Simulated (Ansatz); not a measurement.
`N=[CH][SnH3]` + `CNC=O` → `CN(C=N)C=O` + `[SnH4]`  (substitution at a C–Sn bond)

Isolated molecules relaxed with PBE0-D4/def2-TZVP in Ansatz; ΔE leaves out vibrations. CCSD(T)/CBS adds triple-zeta CCSD(T) − MP2 to the extrapolated MP2 energy (def2 sets, frozen cores). DFT in def2-TZVPP. B3LYP here is the variant with VWN-RPA as its local correlation; programs differ in this. Elements past krypton have def2 core potentials. For Sn outer-core shells are correlated without core-valence functions, which leaves a few kJ/mol of doubt a bond. Each species was taken in one conformer, which may not be the lowest.

`N=[CH][SnH3]`:

Cartesian coordinates in Å:
```
N 0.541 1.740 0.153
C 0.480 0.560 0.602
Sn -0.555 -0.935 -0.560
H 1.053 2.360 0.786
H 0.933 0.267 1.562
H -1.127 -0.213 -1.988
H -1.849 -1.565 0.361
H 0.523 -2.214 -0.916
```

`CNC=O`:

Z-matrix (Å, degrees):
```
C
N 1 1.441
H 1 1.093 2 111.3
H 1 1.093 2 111.3 3 121.7
H 1 1.089 2 107.5 3 -119.2
C 2 1.351 1 122.9 3 120.1
H 2 1.005 1 119.4 3 -60.1
O 6 1.209 2 125.5 1 -0.1
H 6 1.106 2 112.0 1 180.0
```

`CN(C=N)C=O`:

Z-matrix (Å, degrees):
```
C
N 1 1.443
H 1 1.087 2 107.7
H 1 1.093 2 110.6 3 -119.5
H 1 1.093 2 110.6 3 119.5
C 2 1.386 1 120.5 3 -179.8
C 2 1.374 1 119.9 3 0.2
N 6 1.262 2 128.2 1 -0.0
H 6 1.091 2 112.7 1 180.0
O 7 1.203 2 124.9 1 0.0
H 7 1.103 2 112.0 1 -180.0
H 8 1.018 6 112.6 2 -0.0
```

`[SnH4]`:

Cartesian coordinates in Å:
```
Sn 0.000 0.000 0.000
H 0.462 -1.407 0.843
H -1.154 0.857 0.915
H -0.675 -0.434 -1.503
H 1.367 0.984 -0.254
```

Q: Is it downhill or uphill in electronic energy at CCSD(T)/CBS, and by how much? (Best estimate.)

A: The calculation gave: Downhill: ΔE = -26.4 kJ/mol.

Q: What do these levels give: PBE-D4, PBE0-D4, B3LYP-D4, B2PLYP, PBE, B3LYP, HF/def2-TZVPP, CCSD/def2-TZVPP, CCSD(T)/def2-TZVPP, HF/def2-QZVPP, MP2/def2-QZVPP, HF/CBS(def2)? (Best estimate.)

A: Computed: PBE-D4 -38.0, PBE0-D4 -39.4, B3LYP-D4 -34.2, B2PLYP -32.3, PBE -35.2, B3LYP -30.0, HF/def2-TZVPP -30.7, CCSD/def2-TZVPP -30.8, CCSD(T)/def2-TZVPP -33.0, HF/def2-QZVPP -29.9, MP2/def2-QZVPP -31.4, HF/CBS(def2) -29.8 kJ/mol.

Largest T1 diagnostic among the species: 0.015.

The D4 term adds −4.2 kJ/mol with B3LYP and −2.4 kJ/mol with PBE0; it sums over pairs of atoms, weighted by their polarisabilities, and B3LYP, whose exchange is more repulsive, gets the larger term.
